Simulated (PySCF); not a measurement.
Ge(H)2(Me)(OMe) (C2H8GeO), SMILES C[O][GeH2][CH3].

The structure is a stationary point at PBE-D3(BJ)/def2-SVP. This is a generated structure with no PubChem entry under its InChIKey; it may be hypothetical. The values are those of a single conformer.

Two levels are set side by side: PBE/def2-TZVP (PySCF) and B3LYP/def2-TZVP (PySCF). Same geometry, gas phase. Differences are taken from unrounded values.

```
quantity                     B3LYP
---------------------------  -----
orbital gap (eV)              7.73
highest occupied level (eV)  -7.34
lowest empty level (eV)       0.39
dipole moment (D)             0.93
mean polarisability (bohr³)   61.1
```

### Question
What does PBE give, and how far is it from B3LYP? (Estimate from the structure and the level; the computed values follow.)

### Answer

```
quantity                       PBE  PBE minus B3LYP
---------------------------  -----  ---------------
orbital gap (eV)              5.79            -1.94
highest occupied level (eV)  -6.02             1.33
lowest empty level (eV)      -0.23            -0.62
dipole moment (D)             0.85            -0.08
mean polarisability (bohr³)   63.0              1.9
```

Without exact exchange PBE keeps part of each electron's self-repulsion, which lifts occupied levels and narrows the gap. Loosely held outer electrons make PBE densities more polarisable. Differences between two approximate levels are no errors against the true value.

Rough cost on one machine, each run with all the roots and properties that it gave: B3LYP against PBE within a factor of 2.
